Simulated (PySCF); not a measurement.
# Electron correlation in Zn (zinc, neutral)

[Ar] 3d10 4s2, closed-shell 1S. Computed with PySCF 2.14 in def2-TZVP (6s5p4d1f, 48 functions), with the non-relativistic Hamiltonian (point nucleus). Frozen: [Ar]; 12 electrons correlated.

MP2 pair energies summed by pair of shells (mhartree):

```
 pair   energy  share (%)
3d-3d  -350.58       86.8
3d-4s   -30.94        7.7
4s-4s   -22.20        5.5
```

Total MP2 correlation energy: -403.73 mhartree.

Same-spin part -143.89 and opposite-spin part -259.84 mhartree; SCS-MP2 scales them by 1/3 and 6/5 to -359.77 mhartree.

```csv
level,correlation energy (mhartree)
CCSD,-375.26
(T),-8.94
CCSD(T),-384.20
```

Diagnostics: T1 = 0.016, D1 = 0.0403, largest double amplitude 0.086.

Problem. Is a single reference adequate?

Solution. Mostly. T1 lies below 0.03, but a double amplitude of this size points to a near-degeneracy that CCSD handles and MP2 describes poorly.
